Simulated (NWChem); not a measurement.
CCl3, doublet; SMILES Cl[C](Cl)Cl

```xyz
4

Cl    -1.6323    -0.4235    -0.0248
C      0.0000     0.0000     0.2712
Cl     1.1829    -1.2019    -0.0248
Cl     0.4494     1.6253    -0.0248
```
Atoms are numbered in this order, from 1.

All runs: NWChem. Geometry optimised at PBE0/def2-SVP; all other runs use it. Spin-unrestricted. In the optimisation the excess spin sits in a (C3, its own frame). Vzz has the sign of the potential's second derivative. Excited states of an open shell can be spin-contaminated.

```csv
quantity,level,value
A(iso) 13C atom 2 (MHz),BHandHLYP/pcJ-1,392
solvation free energy (kcal/mol) in methanol,"M05-2X/def2-SVP, SMD",-1.7
Vzz Cl4 (a.u.),UHF/cc-pVTZ,3.946
"vertical, lowest excitation (eV)","CAM-B3LYP/def2-SVP, TDA",4.35
dipole (D),PBE0/def2-SVP,0.24
highest harmonic frequency (cm⁻¹),PBE0/def2-SVP,930
```
